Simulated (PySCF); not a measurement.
Isomers of C4H3F5O, one GFN2-xTB conformer each. Single-point energies are computed at PBE0/pcSseg-1 (PySCF, gas phase, no added dispersion term), electronic only.

```json
{"SMILES": "C=C(OC(F)(F)F)C(F)F", "GFN2-xTB relative energy (kcal/mol)": "0.0"}
{"SMILES": "F/C=C(\\F)COC(F)(F)F", "GFN2-xTB relative energy (kcal/mol)": "6.1"}
```

Conformers: `[CH2:1]=[C:2]([O:3][C:4]([F:5])([F:6])[F:7])[CH:8]([F:9])[F:10]` with C1–C2–O3–C4 2°, C1–C2–C8–F9 -73°; `[F:1]/[CH:2]=[C:3](\[F:4])[CH2:5][O:6][C:7]([F:8])([F:9])[F:10]` with C2–C3–C5–O6 -16°, C3–C5–O6–C7 -86°.

Q: What does PBE0/pcSseg-1 give for the same structures?

A: 
```tsv
SMILES	PBE0/pcSseg-1 E (Eh)	PBE0/pcSseg-1 (kcal/mol)	GFN2-xTB (kcal/mol)	point group
C=C(OC(F)(F)F)C(F)F	-727.86372	0.0	0.0	C1
F/C=C(\F)COC(F)(F)F	-727.84861	9.5	6.1	C1
```

Both levels put the same isomer lowest. 

Q: Which frontier levels, dipoles and rotational constants go with these structures?

A: 
```json
{"SMILES": "C=C(OC(F)(F)F)C(F)F", "HOMO (eV, PBE0/pcSseg-1)": "-8.39", "LUMO (eV)": "-0.90", "dipole (D)": "0.58", "A, B, C (MHz)": "2778, 706.5, 684.0"}
{"SMILES": "F/C=C(\\F)COC(F)(F)F", "HOMO (eV, PBE0/pcSseg-1)": "-7.68", "LUMO (eV)": "0.03", "dipole (D)": "1.85", "A, B, C (MHz)": "2425, 764.1, 672.5"}
```
